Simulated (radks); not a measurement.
Results of a calculation; reference values are marked as such.
Fractional charge and spin in the 6s shell of rhenium: the spin-up occupation runs from 0 to 1 and the spin-down occupation from 0 to 1; the fullest corner is Re, [Xe] 4f14 5d(up 2.5, down 2.5) 6s(up 1, down 1). Code: a radial shooting solver on a logarithmic mesh with Libxc functionals. Model: scalar-relativistic Kohn-Sham, PBE, spin-polarised, spherical densities, finite nucleus; Fermi nuclear charge, rms radius of each element as measured or else 0.836 A^(1/3) + 0.57 fm. Energy (eV) above the fullest corner. The planes named below are the two flat planes that join the four corners, with an edge along up + down = one added electron.

| down \ up | 0 | 0.25 | 0.5 | 0.75 | 1 |
|---|---|---|---|---|---|
| 0 | 25.562 | 20.772 | 16.425 | 12.516 | 9.040 |
| 0.25 | 20.772 | 16.481 | 12.623 | 9.193 | 6.185 |
| 0.5 | 16.425 | 12.623 | 9.245 | 6.284 | 3.733 |
| 0.75 | 12.516 | 9.193 | 6.284 | 3.780 | 1.674 |
| 1 | 9.040 | 6.185 | 3.733 | 1.674 | 0.000 |

Corners above the fullest one (they belong to Re+ and the next ion): (up 1, down 0) 9.040 eV, (up 0, down 1) 9.040 eV, (up 0, down 0) 25.562 eV. With half an added electron in each spin the energy lies 0.205 eV from the planes, and with half an added electron in spin up alone -0.876 eV. The planes are only a guide here: the flat-plane condition holds for ground states with one frontier orbital, while this shell lies below other occupied shells, so the corners above the fullest one are inner-hole states and not the ground states of those ions.
